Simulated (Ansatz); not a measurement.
`F[SiH2][GeH3]` + `OC(O)O` → `OC(O)[O][GeH3]` + `F[SiH3]`  (cleavage of the Ge–Si bond)

Program: Ansatz. Geometries: PBE0-D4/def2-TZVP. ΔE: electronic, gas phase. CBS: MP2 limit from def2 TZ/QZ plus the TZ coupled-cluster correction, frozen cores. This one scheme is used for every species. For Ge outer-core shells are correlated without core-valence functions, which leaves a few kJ/mol of doubt a bond. Scalar relativity is left out up to krypton. One conformer a species, not always the lowest.

| species | CCSD/CBS(def2) energy (Eh) |
| --- | --- |
| `F[SiH2][GeH3]` | -2468.01852 |
| `OC(O)O` | -265.94834 |
| `OC(O)[O][GeH3]` | -2343.26032 |
| `F[SiH3]` | -390.71314 |

Q: Work out ΔE.

A: ΔE = (-2343.26032) + (-390.71314) − (-2468.01852) − (-265.94834) = -0.00660 Eh = -4.1 kcal/mol. CCSD(T)/CBS gives -4.1 kcal/mol.

Largest T1 diagnostic among the species: 0.012.

From PBE to PBE0 (25 % exact exchange), in def2-TZVPP and without D4, ΔE moves by −0.8 kcal/mol. In def2-TZVPP, CCSD(T) changes the Hartree–Fock value by +3.0 kcal/mol (the triples alone add −0.0 kcal/mol) and MP2 by +1.6 kcal/mol.
